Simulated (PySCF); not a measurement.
A structure optimised at B3LYP-D3(BJ)/def2-SVPD, used in a PySCF frequency run:

```
B
F 1 1.4142
F 1 1.4142 2 109.47
F 1 1.4142 2 109.47 3 120.00
F 1 1.4142 2 109.47 3 -120.00
```
Charge -1, spin multiplicity 1.

Write its SMILES, formula and point group.

F[B-](F)(F)F, BF4, Td

What are its rotational constants (standard atomic weights)?

4.9876, 4.9876, 4.9876 GHz
